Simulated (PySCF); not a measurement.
Question: Write a Z-matrix for InChI=1S/C7H7FOS/c1-2-3-5-6(8)4-10-7(5)9/h2-4,9H,1H3/p-1/b3-2- as optimised with PBE0-D3(BJ)/def2-SVP. (Charge -1.)

Answer: 
Z-matrix in Å and degrees, rows numbered from 1:
```
C 
C   1  1.4975
C   2  1.3554  1  128.84
C   3  1.4427  2  134.79  1    -2.62
C   4  1.4271  3  131.65  2   -16.02
F   5  1.3483  4  121.82  3     0.26
C   5  1.3600  4  118.01  3  -177.84
S   7  1.7470  5  110.45  4     0.59
C   4  1.4360  3  117.01  2   167.86
O   9  1.2238  4  131.04  3    -1.69
H   1  1.1044  2  110.73  3  -147.82
H   1  1.0984  2  111.92  3   -27.11
H   1  1.1075  2  113.08  3    92.72
H   2  1.0976  1  115.45  3   179.27
H   3  1.0980  2  115.30  1   175.86
H   7  1.0878  5  126.36  4   177.61
```

C5 (aromatic C–F carbon) is planar (angles 121.8°, 120.1° and 118.0°, sum 360.0°, 0.01 Å off the plane of its three neighbours). C3 (alkene CH carbon) is planar (angles 134.8°, 115.3° and 109.9°, sum 360.0°, 0.01 Å off the plane of its three neighbours). C7 (aromatic CH next to a ring sulfur) is planar (angles 126.4°, 123.1° and 110.5°, sum 359.9°, 0.02 Å off the plane of its three neighbours). C4 (substituted aromatic carbon) is planar (angles 131.7°, 117.0° and 111.2°, sum 359.9°, 0.03 Å off the plane of its three neighbours).

Method used: PBE0-D3(BJ)/def2-SVP geometry optimisation, gas phase (PySCF 2.14.0).

Point group: C1 (no symmetry element, even within 0.4 Å). No frequency check. Torsions: C2–C3–C4–C5 -16°.

One conformer stands for the species.
